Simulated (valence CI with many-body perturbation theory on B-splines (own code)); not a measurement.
E1 transitions of La XXV

Computed by relativistic CI+MBPT: five valence electrons over a frozen Dirac-Fock core [Ar] 3d10, radial functions for each j: 11 s, 11 p, 10 d, 8 f, 5 g, 2 h, with the one-electron correlation potential Σ1 (screened to all orders), the two-electron term Σ2, the three-electron term Σ3, Breit, model QED; selected single and double excitations, second order for the rest, scaled by the run's own slope (own B-spline code, finite nucleus).

No measured spectrum was set against this ion. As an estimate, levels hold to about 250 cm⁻¹ or 0.2 % of their energy and the worst to 1 %, as in measured heavy ions of charge 2 to 7; those with d or f electrons hold less well. Among the levels kept, up to 2200 cm⁻¹ of a level comes from second order outside the variational space, and about a tenth of that is noise between levels of different J, which matters for small intervals.

Lines 101 to 150 of 552 in falling wavelength, among levels below 2057600 cm⁻¹, chosen from the strongest by gf and those to the six lowest levels. Wavelengths and rates use the calculated energies, so an error of 2000 cm⁻¹ moves a line at 140.4 Å by 0.28 % and its rate by three times that or more. Electric multipoles are in the length gauge with retardation, E1 and E2 with the static RPA response of the core. Weak lines are less certain than strong ones. Lines between different terms over intervals too small for the method are left out, as are lines whose strength nearly cancels. Where a level lies close to another of its J and parity, the split of strength between their lines is uncertain. The highest levels of a list are the least certain.

Levels are named by their leading jj configuration (3d3/2^4 stands for four electrons in 3d with j = 3/2), which in mixed levels can hold well under half, so a name can repeat and another be missing. Letters in brackets count levels of one name in rising energy.

| λ vac (Å) | Upper | Lower | A (s⁻¹) | S (a.u.) with core polarisation | S without |
| --- | --- | --- | --- | --- | --- |
| 140.4 | (4s^2 4p1/2 4p3/2 4f7/2) J=3/2 [b] | (4s^2 4p3/2^2 4d5/2) J=5/2 [b] | 1.82e+10 | 9.97e-02 | 1.08e-01 |
| 140.4 | (4s^2 4p1/2 4p3/2 4f7/2) J=5/2 [a] | (4s^2 4p3/2^2 4d3/2) J=7/2 | 1.22e+10 | 9.99e-02 | 1.08e-01 |
| 140.3 | (4s 4p1/2 4p3/2^3) J=1/2 | (4s^2 4p1/2 4p3/2^2) J=3/2 | 3.99e+10 | 1.09e-01 | 1.17e-01 |
| 139.8 | (4s^2 4p1/2 4p3/2 4d3/2) J=1/2 [a] | (4s^2 4p1/2 4p3/2^2) J=1/2 | 8.32e+09 | 2.24e-02 | 2.42e-02 |
| 139.7 | (4s 4p1/2 4p3/2^2 4d3/2) J=3/2 [d] | (4s^2 4p1/2 4p3/2 4d3/2) J=5/2 [a] | 4.57e+10 | 2.46e-01 | 2.65e-01 |
| 139.5 | (4s 4p1/2 4p3/2^2 4d5/2) J=7/2 [d] | (4s^2 4p1/2 4p3/2 4d5/2) J=9/2 | 6.12e+10 | 6.55e-01 | 7.06e-01 |
| 139.4 | (4s 4p1/2 4p3/2^2 4d5/2) J=7/2 [c] | (4s^2 4p1/2 4p3/2 4d5/2) J=7/2 [a] | 1.26e+10 | 1.35e-01 | 1.45e-01 |
| 138.6 | (4s 4p1/2 4p3/2^3) J=3/2 [b] | (4s^2 4p1/2 4p3/2^2) J=3/2 | 3.43e+08 | 1.81e-03 | 1.95e-03 |
| 138.6 | (4s 4p3/2^3 4d5/2) J=7/2 [c] | (4s^2 4p3/2^2 4d5/2) J=9/2 | 3.35e+10 | 3.52e-01 | 3.80e-01 |
| 138.3 | (4s 4p1/2 4p3/2^2 4d5/2) J=5/2 [c] | (4s^2 4p1/2 4p3/2 4d5/2) J=7/2 [a] | 1.06e+10 | 8.34e-02 | 8.98e-02 |
| 138.0 | (4s 4p1/2 4p3/2^2 4d5/2) J=3/2 [e] | (4s^2 4p1/2 4p3/2 4d3/2) J=5/2 [b] | 1.59e+10 | 8.23e-02 | 8.87e-02 |
| 137.9 | (4p1/2^2 4p3/2^3) J=3/2 | (4s 4p1/2^2 4p3/2^2) J=5/2 | 5.24e+09 | 2.71e-02 | 2.93e-02 |
| 137.9 | (4s^2 4p1/2 4d3/2 4d5/2) J=3/2 [b] | (4s^2 4p1/2 4p3/2 4d5/2) J=5/2 [b] | 1.76e+10 | 9.09e-02 | 9.77e-02 |
| 137.3 | (4s 4p1/2 4p3/2^2 4d5/2) J=5/2 [g] | (4s^2 4p1/2 4p3/2 4d5/2) J=7/2 [b] | 8.04e+10 | 6.16e-01 | 6.64e-01 |
| 137.2 | (4s^2 4p1/2 4d3/2 4d5/2) J=7/2 | (4s^2 4p1/2 4p3/2 4d5/2) J=7/2 [b] | 1.94e+10 | 1.97e-01 | 2.13e-01 |
| 137.0 | (4s 4p3/2^3 4d5/2) J=3/2 [b] | (4s^2 4p3/2^2 4d3/2) J=5/2 | 2.95e+10 | 1.50e-01 | 1.61e-01 |
| 136.9 | (4s 4p1/2 4p3/2^2 4d3/2) J=1/2 [c] | (4s^2 4p1/2 4p3/2 4d3/2) J=3/2 [a] | 3.97e+10 | 1.01e-01 | 1.08e-01 |
| 136.9 | (4s^2 4p1/2 4p3/2 4d5/2) J=1/2 | (4s^2 4p3/2^3) J=3/2 | 1.93e+10 | 4.88e-02 | 5.27e-02 |
| 136.8 | (4s^2 4p1/2 4p3/2 4d3/2) J=3/2 [a] | (4s^2 4p1/2 4p3/2^2) J=1/2 | 7.29e+09 | 3.68e-02 | 3.97e-02 |
| 136.3 | (4s 4p3/2^3 4d3/2) J=5/2 [b] | (4s^2 4p3/2^2 4d3/2) J=7/2 | 6.36e+10 | 4.77e-01 | 5.14e-01 |
| 136.1 | (4s^2 4p1/2 4d3/2^2) J=3/2 [a] | (4s^2 4p1/2 4p3/2 4d5/2) J=5/2 [b] | 2.14e+10 | 1.07e-01 | 1.15e-01 |
| 135.9 | (4s 4p1/2 4p3/2^2 4d5/2) J=5/2 [c] | (4s^2 4p1/2 4p3/2 4d3/2) J=7/2 | 1.29e+10 | 9.56e-02 | 1.03e-01 |
| 135.7 | (4s^2 4p3/2 4d3/2 4d5/2) J=7/2 [d] | (4s^2 4p3/2^2 4d5/2) J=5/2 [b] | 1.51e+10 | 1.50e-01 | 1.62e-01 |
| 135.7 | (4s^2 4p1/2 4p3/2 4d3/2) J=5/2 [a] | (4s^2 4p1/2 4p3/2^2) J=5/2 | 2.52e+09 | 1.86e-02 | 2.00e-02 |
| 134.4 | (4s 4p3/2^3 4d5/2) J=7/2 [a] | (4s^2 4p1/2 4p3/2 4d5/2) J=5/2 [b] | 8.73e+09 | 8.38e-02 | 9.05e-02 |
| 134.3 | (4s^2 4p1/2 4p3/2 4f5/2) J=3/2 [b] | (4s^2 4p3/2^2 4d3/2) J=5/2 | 1.82e+10 | 8.69e-02 | 9.37e-02 |
| 134.3 | (4s 4p1/2^2 4p3/2 4d3/2) J=5/2 [a] | (4s 4p1/2^2 4p3/2^2) J=5/2 | 4.69e+09 | 3.36e-02 | 3.59e-02 |
| 134.0 | (4s 4p1/2^2 4p3/2 4d3/2) J=3/2 [c] | (4s 4p1/2 4p3/2^3) J=3/2 [a] | 1.54e+10 | 7.30e-02 | 7.86e-02 |
| 133.4 | (4s 4p1/2^2 4p3/2 4d3/2) J=3/2 [a] | (4s 4p1/2^2 4p3/2^2) J=5/2 | 1.39e+10 | 6.52e-02 | 6.98e-02 |
| 133.1 | (4s^2 4p1/2^2 4f7/2) J=7/2 | (4s^2 4p1/2 4p3/2 4d5/2) J=9/2 | 5.10e+10 | 4.76e-01 | 5.12e-01 |
| 133.1 | (4s 4p1/2^2 4p3/2 4d3/2) J=7/2 | (4s 4p1/2^2 4p3/2^2) J=5/2 | 1.26e+09 | 1.17e-02 | 1.24e-02 |
| 132.2 | (4s 4p3/2^3 4d5/2) J=7/2 [b] | (4s^2 4p1/2 4p3/2 4d5/2) J=5/2 [b] | 1.17e+10 | 1.06e-01 | 1.15e-01 |
| 131.9 | (4s^2 4p1/2 4p3/2 4d3/2) J=7/2 | (4s^2 4p1/2 4p3/2^2) J=5/2 | 6.30e+08 | 5.71e-03 | 6.06e-03 |
| 131.5 | (4s 4p1/2 4p3/2^2 4d5/2) J=3/2 [e] | (4s^2 4p1/2 4p3/2 4d5/2) J=5/2 [a] | 2.44e+10 | 1.10e-01 | 1.18e-01 |
| 131.4 | (4s 4p3/2^3 4d5/2) J=7/2 [d] | (4s^2 4p3/2^2 4d5/2) J=9/2 | 6.44e+10 | 5.77e-01 | 6.22e-01 |
| 130.7 | (4s^2 4p1/2 4p3/2 4d3/2) J=5/2 [a] | (4s^2 4p1/2 4p3/2^2) J=3/2 | 3.89e+08 | 2.57e-03 | 2.76e-03 |
| 130.3 | (4s^2 4p1/2 4p3/2 4d3/2) J=3/2 [a] | (4s^2 4p1/2 4p3/2^2) J=5/2 | 6.56e+10 | 2.86e-01 | 3.08e-01 |
| 130.1 | (4s 4p3/2^3 4d5/2) J=5/2 [b] | (4s^2 4p3/2^2 4d5/2) J=7/2 | 2.91e+10 | 1.90e-01 | 2.04e-01 |
| 130.0 | (4s 4p1/2 4p3/2^2 4d5/2) J=5/2 [d] | (4s^2 4p1/2 4p3/2 4d3/2) J=7/2 | 3.70e+10 | 2.41e-01 | 2.59e-01 |
| 129.7 | (4s^2 4p1/2^2 4d3/2) J=3/2 | (4s^2 4p1/2^2 4p3/2) J=3/2 | 1.12e+10 | 4.84e-02 | 5.18e-02 |
| 129.4 | (4s 4p3/2^3 4d5/2) J=7/2 [d] | (4s^2 4p3/2^2 4d5/2) J=7/2 | 1.30e+10 | 1.11e-01 | 1.20e-01 |
| 128.3 | (4s^2 4p1/2^2 4f7/2) J=7/2 | (4s^2 4p1/2 4p3/2 4d5/2) J=7/2 [a] | 1.32e+10 | 1.10e-01 | 1.19e-01 |
| 128.2 | (4s^2 4p1/2 4p3/2 4d3/2) J=1/2 [a] | (4s^2 4p1/2 4p3/2^2) J=3/2 | 2.73e+10 | 5.66e-02 | 6.08e-02 |
| 127.5 | (4s^2 4p1/2 4d5/2^2) J=9/2 | (4s^2 4p1/2 4p3/2 4d5/2) J=7/2 [b] | 2.61e+10 | 2.67e-01 | 2.88e-01 |
| 127.4 | (4s^2 4p1/2 4p3/2 4d5/2) J=3/2 [a] | (4s^2 4p1/2 4p3/2^2) J=1/2 | 2.83e+09 | 1.16e-02 | 1.24e-02 |
| 126.6 | (4s^2 4p3/2^2 4d3/2) J=1/2 | (4s^2 4p3/2^3) J=3/2 | 6.41e+09 | 1.28e-02 | 1.38e-02 |
| 126.2 | (4s 4p1/2 4p3/2^2 4d5/2) J=1/2 [c] | (4s^2 4p1/2 4p3/2 4d3/2) J=3/2 [a] | 3.52e+10 | 6.97e-02 | 7.50e-02 |
| 125.8 | (4s 4p3/2^3 4d5/2) J=9/2 [a] | (4s^2 4p1/2 4p3/2 4d5/2) J=9/2 | 1.15e+10 | 1.13e-01 | 1.20e-01 |
| 125.7 | (4s^2 4p1/2 4p3/2 4d3/2) J=3/2 [a] | (4s^2 4p1/2 4p3/2^2) J=3/2 | 6.20e+09 | 2.43e-02 | 2.59e-02 |
| 125.4 | (4s^2 4p3/2 4d5/2^2) J=5/2 | (4s^2 4p3/2^2 4d3/2) J=7/2 | 2.01e+10 | 1.17e-01 | 1.26e-01 |
